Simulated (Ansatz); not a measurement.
Stepwise reaction of `O[SiH](O)O[SiH2]F` with hydrogen, as a gas-phase model of exchange steps in deposition or etching. ΔE in kJ/mol.

Gas-phase electronic energies from Ansatz, PBE0-D4/def2-TZVP geometries. CCSD(T)/CBS is the MP2 limit (def2-TZVPP, def2-QZVPP) plus CCSD(T) − MP2 in def2-TZVPP, frozen cores. This one scheme is used for every species. Functionals use def2-TZVPP. B3LYP here is the variant with VWN-RPA as its local correlation; programs differ in this. One conformer a species, not always the lowest.

```
step                                            reaction  PBE-D4  B3LYP-D4  ωB97M-V  CCSD(T)/CBS
   1  `O[SiH](O)O[SiH2]F` + H₂ → `O[SiH2]O[SiH2]F` + H₂O    95.7     102.3    103.1        100.1
   2     `O[SiH2]O[SiH2]F` + H₂ → `F[SiH2]O[SiH3]` + H₂O    86.4      91.7     92.8         90.3
```

Task: By hand: ΔE of the 2 steps together at CCSD(T)/CBS.

Result: (100.1) + (90.3) = 190.4 kJ/mol, or 95.2 kJ/mol a step.

In ΔE each step is lower than the one before. All are uphill at CCSD(T)/CBS. PBE-D4 differs from CCSD(T)/CBS by -4.4 to -3.9 kJ/mol a step. Isolated molecules leave out the surface, adducts and barriers. Largest T1 diagnostic: 0.012.
